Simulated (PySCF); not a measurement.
Löwdin shares of the frontier orbitals

Species: C9H7NSi.
Structure used (PBE0-D3(BJ)/def2-SVP), in Å, numbered top down from 1:
```
atom  x, y, z in Å
N1     1.029    3.574   -0.981
C2     1.168    2.435   -0.815
C3     1.324    1.025   -0.607
C4     2.609    0.453   -0.617
C5     2.754   -0.915   -0.412
C6     1.636   -1.724   -0.198
C7     0.359   -1.159   -0.189
C8     0.195    0.228   -0.395
Si9   -1.652    0.599   -0.317
C10   -2.049   -1.205    0.000
C11   -0.896   -1.905    0.024
H12    3.481    1.088   -0.783
H13    3.753   -1.357   -0.419
H14    1.760   -2.798   -0.038
H15   -2.199    1.137   -1.597
H16   -2.022    1.520    0.798
H17   -3.016   -1.689    0.150
H18   -0.849   -2.987    0.192
```

Computed with TDDFT CAM-B3LYP/def2-SVPD, vertical, gas phase, core orbitals frozen in the response in PySCF 2.14.0, density-fitted response routines.

Kohn–Sham orbitals with the atoms that hold most of them (Löwdin shares over 4%, at most four atoms; ? is withheld):

```
orbital  ε (eV)                             atoms
 LUMO+2    1.05    Si9 14%, C6 11%, C5 9%, C11 8%
 LUMO+1   -0.68    C6 18%, C3 16%, C4 11%, N1 11%
   LUMO   -0.87                                 ?
   HOMO       ?                                 ?
 HOMO-1   -9.05    C8 18%, C3 17%, C5 15%, C6 15%
 HOMO-2  -10.36  C11 18%, C10 12%, C4 11%, Si9 9%
 HOMO-3  -10.68  C10 24%, Si9 20%, C8 19%, C11 7%
```

(1) Give the leading atoms of the HOMO.

(2) Give the leading atoms of the LUMO.

(3) What is the HOMO energy, and the HOMO–LUMO gap?

Results:

(1) C10 (bonded to C, Si and H) 21%; C11 (bonded to 2 C and H) 15%; C4 (bonded to 2 C and H) 14%; C7 (bonded to 3 C) 14%.

(2) C11 (bonded to 2 C and H) 15%; C10 (bonded to C, Si and H) 14%; C8 (bonded to 2 C and Si) 14%; C7 (bonded to 3 C) 12%.

(3) ε(HOMO) = -8.33 eV; the gap is 7.47 eV (0.2744 hartree).

Problem. The HOMO–LUMO gap is 7.47 eV. Where does the response calculation put the lowest singlet, and from which orbitals?

Solution. S1 is at 4.44 eV (f = 0.027), 3.03 eV below the gap, made of HOMO→LUMO (73%), HOMO→LUMO+1 (17%). Without the coupling terms of the response equations the lowest excitation would equal the gap.

Problem. Give energy, strength and leading configuration of S1 and S3, and follow the Löwdin shares of the leading atoms from the occupied to the empty orbital.

Solution. 
- S1 (4.44 eV, f 0.027), HOMO→LUMO (73%): C10 21% → 14%, C11 15% → 15%
- S3 (5.67 eV, f 0.211), HOMO-1→LUMO+1 (78%): C8 18% → at most 11%, C3 17% → 16%, C6 15% → 18%
